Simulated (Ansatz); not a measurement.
Consider the hydrogen abstraction from the Si–H bond: `F[SiH](F)F` + `[CH3]`• → `F[Si](F)F`• + CH₄.

Calculated with Ansatz (gas phase, PBE0-D4/def2-TZVP geometries, no zero-point term in ΔE). CBS: MP2 limit from def2 TZ/QZ plus the TZ coupled-cluster correction, frozen cores. This one scheme is used for every species. No spin–orbit coupling; open shells (•) take unrestricted orbitals.

`F[SiH](F)F`:

```xyz
5

F    -1.247    0.623   -0.698
Si    0.016    0.027    0.026
F     1.063   -0.389   -1.073
F    -0.426   -1.268    0.801
H     0.594    1.006    0.944
```

`[CH3]`•:

Z-matrix (Å, degrees):
```
C
H 1 1.080
H 1 1.080 2 120.0
H 1 1.080 2 120.0 3 180.0
```

`F[Si](F)F`•:

Z-matrix (Å, degrees):
```
Si
F 1 1.581
F 1 1.581 2 107.9
F 1 1.581 2 107.9 3 116.4
```

CH₄:

```xyz
5

C     0.000    0.000    0.000
H     0.581    0.378    0.841
H     0.323    0.494   -0.916
H    -1.057    0.203    0.168
H     0.153   -1.075   -0.093
```

```csv
species,CCSD(T)/CBS(def2) energy (Eh)
`F[SiH](F)F`,-589.26725
`[CH3]`•,-39.78218
`F[Si](F)F`•,-588.59772
CH₄,-40.46206
```

Work out ΔE.

ΔE = (-588.59772) + (-40.46206) − (-589.26725) − (-39.78218) = -0.01035 Eh = -0.28 eV.

What do rigid-rotor, harmonic-oscillator terms from PBE0-D4/def2-TZVP frequencies (298.15 K, 1 bar) make of the CCSD(T)/CBS value? (Best estimate.)

Computed: ΔZPE = +0.15 eV, ΔH = -0.14 eV, ΔS = -4 J/(mol·K), ΔG = -0.13 eV. Open shells count their whole term as degenerate.

Largest T1 diagnostic among the species: 0.014.

Leaving LDA and LC-ωPBE aside and taking each functional with its dispersion term where it has one, the values, not all of them listed here, spread over 0.34 eV, from PBE-D4 to BHLYP-D4. LDA lies −0.13 eV from PBE without D4. From PBE to PBE0 (25 % exact exchange), in def2-TZVPP and without D4, ΔE moves by +0.13 eV. In def2-TZVPP, CCSD(T) changes the Hartree–Fock value by −0.27 eV (the triples alone add −0.05 eV) and MP2 by −0.38 eV.
